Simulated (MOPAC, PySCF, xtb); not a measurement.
Constitutional and geometric isomers with formula H6B3N. All species are isolated molecules in the gas phase. One relaxed conformer stands for each flexible species; it need not be the lowest. Strings in code marks are SMILES.

Quantity: electronic energy of isomers of H6B3N relative to `BN(B)B`, in kcal/mol. Semi-empirical values (MOPAC) are differences of heats of formation.

Level 1: PBE-D3(BJ)/def2-TZVP // B3LYP-D3(BJ)/def2-TZVP (PySCF)
Level 2: AM1 // B3LYP-D3(BJ)/def2-TZVP (MOPAC)
Level 3: GFN2-xTB (xtb)
Level 4: PM6 // B3LYP-D3(BJ)/def2-TZVP (MOPAC)

```
species   level 1  level 2  level 3  level 4
--------  -------  -------  -------  -------
`BB(B)N`      ___     52.5      ___     75.6
`BBBN`       35.2     46.2     61.2     68.7
`BBNB`        ___     20.3     28.2     37.4
```

Task: Some entries are withheld; supply them.

Result: 
- `BB(B)N`, level 1: 45.2
- `BB(B)N`, level 3: 66.6
- `BBNB`, level 1: 16.7
